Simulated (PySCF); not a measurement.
## Computed properties of ZrH4, SMILES [ZrH4], multiplicity 1

ZrH4, SMILES [ZrH4], multiplicity 1. Geometry: r2SCAN-D4/def2-TZVPD. The spin state was assumed, not searched. The def2 effective core potentials stand for the cores of Zr; spin–orbit coupling is left out. The values are those of a single conformer. All values are computed for the isolated molecule unless a solvent is named; none is compared with measurement here.

**Structure.** The optimised structure has Td symmetry. All 9 harmonic modes at r2SCAN-D4/def2-TZVPD (PySCF) are real, so it is a minimum.

**Vibrations.** The strongest infrared lines (harmonic, unscaled, degenerate partners summed) lie at 1680 cm⁻¹ (1513 km/mol, H 98 %), 535 cm⁻¹ (639 km/mol, H 97 %). The softest mode is at 535 cm⁻¹ and the zero-point energy is 13.8 kcal/mol.

**Electronic structure.** B3LYP/def2-TZVPD (PySCF) places the frontier levels at -8.34 and -2.74 eV, a gap of 5.60 eV, and gives a dipole moment of 0.00 D and a mean polarisability of 54.4 bohr³. PBE/def2-TZVPD (PySCF) at the same geometry gives -7.20 and -3.50 eV, so its gap is 1.90 eV narrower. An orbital gap is neither the optical nor the fundamental gap.

**Excitations.** TDA-B3LYP/def2-TZVPD (PySCF) has S1 at 3.95 eV (314 nm, f = 0.000, dark); the most intense of the 10 singlets computed lies at 4.25 eV (f = 0.02). Strengths of degenerate partners are summed. T1 (TDA) is at 3.66 eV, 0.29 eV under S1. TDA-PBE/def2-TZVPD (PySCF) puts S1 at 3.67 eV. No vertical singlet excitation falls in the visible range (under 3.1 eV).
